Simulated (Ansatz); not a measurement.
## Worked example: the enthalpy of C2H6 + C2H5I → CH3I + C3H8

Species: C2H6 (ethane) `CC`, singlet; C2H5I (iodoethane) `CCI`, singlet; CH3I (methyl iodide) `CI`, singlet; C3H8 (propane) `CCC`, singlet. The partners trade CH3 for I; both sit on C, so the bond types are kept.

Shapes, held fixed at every level: PBE0-D4/def2-TZVP. Programs: Ansatz 0.2.0. The zero-point and thermal terms to 298 K, harmonic and unscaled (PBE0-D4/def2-TZVP), stand in the table.

At r2SCAN0-D4/def2-TZVPP; 1 Eh = 2625.50 kJ/mol:

| species | energy (Eh) | H(298 K) − E (kJ/mol) | tabulated ΔfH (kJ/mol) |
| --- | --- | --- | --- |
| C2H6 | -79.796296 | 207.7 | -83.8 |
| C2H5I | -376.996933 | 185.8 | -7.1 |
| CH3I | -337.694323 | 107.0 | +15.0 |
| C3H8 | -119.097237 | 285.9 | -104.4 |

Question: Work out the reaction enthalpy at 298 K from the calculation and from the table of heats.

Answer: 
1. Electronic: (-337.694323) + (-119.097237) − [(-79.796296) + (-376.996933)] = 0.001669 Eh = +4.4 kJ/mol.
2. Zero-point and thermal: (107.0) + (285.9) − [(207.7) + (185.8)] = -0.6 kJ/mol.
3. Computed ΔH = +3.8 kJ/mol.
4. From the heats of formation (Active Thermochemical Tables): (15.0) + (-104.4) − [(-83.8) + (-7.1)] = +1.5 kJ/mol.
5. Computed less tabulated: +2.3 kJ/mol. Tabulated heats carry uncertainties of their own.

For atoms past krypton def2 sets carry core potentials with scalar relativity.
